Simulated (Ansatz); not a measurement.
Reaction (hydrogenolysis of a B–N bond): `NB(F)S` + H₂ → `FBS` + NH₃

Computed with Ansatz on PBE0-D4/def2-TZVP structures; ΔE is electronic, products minus reactants. CCSD(T)/CBS is frozen-core, at the limit of the def2 triple- and quadruple-zeta sets. Functionals use def2-TZVPP. Each species was taken in one conformer, which may not be the lowest.

Question: Is it downhill or uphill in electronic energy at CCSD(T)/CBS, and by how much? (Best estimate.)

Answer: Ansatz gave: Uphill: ΔE = +87.3 kJ/mol.

Question: What do these levels give: PBE0-D4, ωB97X-V, ωB97M-V, B2PLYP, SCS-MP2/def2-QZVPP, HF/CBS(def2)? (Estimate.)

Answer: Ansatz gave: PBE0-D4 88.9, ωB97X-V 87.7, ωB97M-V 89.7, B2PLYP 85.3, SCS-MP2/def2-QZVPP 86.2, HF/CBS(def2) 76.6 kJ/mol.

Largest T1 diagnostic among the species: 0.014.

In def2-TZVPP, CCSD(T) changes the Hartree–Fock value by +7.9 kJ/mol (the triples alone add +2.1 kJ/mol) and MP2 by +13.4 kJ/mol. The D4 term adds +6.7 kJ/mol with B3LYP and +3.5 kJ/mol with PBE0; it sums over pairs of atoms, weighted by their polarisabilities, and B3LYP, whose exchange is more repulsive, gets the larger term.

B3LYP here is the variant with VWN-RPA as its local correlation; programs differ in this.
